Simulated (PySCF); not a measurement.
CH4Cl2NTa, SMILES [Cl][Ta]([CH3])([Cl])=[NH], multiplicity 1. Geometry: PBE0-D3(BJ)/def2-SVP. The spin state was assumed, not searched. The structure was generated by enumeration; whether it is a known compound was not checked. The def2 effective core potentials stand for the cores of Ta; spin–orbit coupling is left out.

Computed equilibrium geometry at PBE0-D3(BJ)/def2-SVP (PySCF confirms it by a frequency run) as Cartesian coordinates in Å, and its point group:
point group Cs.
```xyz
9

Ta     0.0775    -0.1301     0.0000
N      1.6227    -0.9529     0.0000
H      2.5428    -1.3777     0.0000
Cl    -0.2124     1.0098     1.9947
Cl    -0.2124     1.0098    -1.9947
C     -1.2883    -1.7672     0.0000
H     -1.1396    -2.4012     0.8901
H     -2.3252    -1.3852     0.0000
H     -1.1396    -2.4012    -0.8901
```
